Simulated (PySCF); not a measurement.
PBE on Se⁻ (selenium, charge -1), [Ar] 3d10 4s2 4p5, 2P determinant. All numbers are calculated (PySCF 2.14, a scalar-relativistic core potential, in aug-cc-pVTZ-PP with one added diffuse shell each of s, d, f type with ECP10MDF (7s5p5d3f, 68 functions)).

```
cycle= 1 E= -373.196615147094  delta_E= -0.0114  |g|= 0.0945  |ddm|= 0.37
cycle= 2 E= -373.196409570783  delta_E= 0.000206  |g|= 0.0819  |ddm|= 0.133
cycle= 3 E= -373.197847500911  delta_E= -0.00144  |g|= 0.0176  |ddm|= 0.105
cycle= 4 E= -373.198100604424  delta_E= -0.000253  |g|= 0.00178  |ddm|= 0.0397
cycle= 5 E= -373.198104020803  delta_E= -3.42e-06  |g|= 0.000133  |ddm|= 0.00476
cycle= 6 E= -373.198104045815  delta_E= -2.5e-08  |g|= 3.24e-05  |ddm|= 0.000551
cycle= 7 E= -373.198104047106  delta_E= -1.29e-09  |g|= 3.1e-06  |ddm|= 0.000104
cycle= 8 E= -373.198104047118  delta_E= -1.17e-11  |g|= 6.39e-08  |ddm|= 1.17e-05
converged SCF energy = -373.198104047118  <S^2> = 0.75394558  2S+1 = 2.0039417
```

Highest occupied orbital energy: 1.002 eV; ⟨L²⟩ = 2.03; populations by l: s 4.00, p 11.00, d 10.00, f 0.00.

Can this result be used?

With care. The run converged. Energies and moments cover only the electrons outside the core potential. At PBE the highest occupied level has a positive energy, so only the finite basis holds that electron; in a semilocal or global hybrid functional this comes from self-interaction and does not mean that the real anion is unbound.
